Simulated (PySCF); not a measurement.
Working out the excitation energy of In

In [Kr] 4d10 5s2 5p1 (2P) → In [Kr] 4d10 5s1 5p1 6s1 (4P). Computed with PySCF 2.14 in aug-cc-pVDZ-PP with ECP28MDF, with scalar relativity through the core potential. Frozen: 4s2 4p6 4d10. Energies in hartree (1 hartree = 27.21139 eV):

```
            part   In (lower)   In (upper)
             UHF  -189.205582  -188.959841
CCSD correlation    -0.038666    -0.008821
             (T)    -0.000481    -0.000048
```

Q: What does Hartree-Fock give?

A: (-188.959841) − (-189.205582) = 0.245741 hartree = 6.687 eV.

Q: What do CCSD and CCSD(T) give?

A: The CCSD correlation energies differ by 0.029845 hartree = 0.812 eV and the triples by 0.000433 hartree = 0.012 eV, so CCSD gives 7.499 eV and CCSD(T) 7.511 eV.

The upper state lies above the first ionisation limit, but in LS coupling its spin forbids autoionisation to the ground ion; at this Z spin-orbit coupling breaks that rule. A Rydberg-like electron needs more diffuse functions than a valence basis has.

A double-zeta basis recovers only part of the correlation energy.
